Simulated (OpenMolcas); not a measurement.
4d⁶ along the 42-electron sequence

```yaml
Program: OpenMolcas 26.06
Method: MS-CASPT2, IPEA 0.25 Eh, imaginary shift 0.1 Eh
Basis: ANO-R2
Scalar_Hamiltonian: X2C, finite nucleus
Spin-orbit_coupling: RASSI with atomic mean-field integrals over the reference wave functions, term energies averaged over their components
```

Active space for each ion: 6 electrons in 5 orbitals (4d); closed shells correlated by CASPT2: 4s 4p.

Computed levels in cm-1 above ⁵D₄:

```csv
Level,Ru2+,Pd4+,Ag5+
⁵D₃,1157,2050,2560
⁵D₂,1846,3130,3830
⁵D₁,2300,3900,4770
⁵D₀,2510,4250,5210
³P₂(1),15710,19750,21760
³H₆,16080,20390,22570
³H₅,16330,20680,22850
³F₃(1),17790,22820,25380
³F₂(1),18280,23600,26290
weight of ⁵D in the lowest level (%),99,98,97
```

Mixed levels, with the weight of the term that names them: Ag5+ ³H₅ (73 %), Ag5+ ³F₃(1) (75 %).

Measured, with the error of the calculation in %. Measured levels: Ru2+ from Moore, Atomic Energy Levels, vol. III, NSRDS-NBS 35 (1971 reprint of NBS Circular 467, 1958); Ag5+ from the list in Gamrath, thesis, University of Mons (2023).

```
 Level         Ru2+          Ag5+
   ⁵D₃  1159 (-0.2)   2692 (-5.0)
   ⁵D₂  1826 (+1.1)   3953 (-3.1)
   ⁵D₁  2266 (+1.3)   4941 (-3.4)
   ⁵D₀  2476 (+1.4)   5380 (-3.2)
³P₂(1)               21042 (+3.4)
   ³H₆               21512 (+4.9)
   ³H₅               21812 (+4.8)
³F₃(1)               24441 (+3.8)
³F₂(1)               25306 (+3.9)
```

The fine-structure level ⁵D₀ changes by a factor of 2.08 from Ru2+ to Ag5+. Its fourth root runs 7.08, 8.07, 8.50, with steps per unit of Z of 0.50, 0.42; equal steps would mean a (Z - σ)^4 law with constant σ.

³P₂(1) changes by a factor of 1.39 over the same range, with steps per unit of Z of +2020, +2010 cm-1.

CASPT2 breaks the degeneracy within a term, and the mean is taken; among the terms shown or strongly mixed into the levels shown the widest spread is 450 cm-1 (4d⁶ ³G, Ru2+). Levels of configurations with an s electron are missing; early in the row they begin among the upper levels of the d shell and mix with terms of their name (holds for Ru2+). Computed and measured levels are paired by configuration, term and J; levels that our copy of the source lacks, or whose pairing is in doubt (as where it misses far off the trend of its configuration), stay unpaired and out of the deviations. Levels of configurations outside the active space are missing.

A number in round brackets counts repeated terms of one configuration in the order of the reference energies.
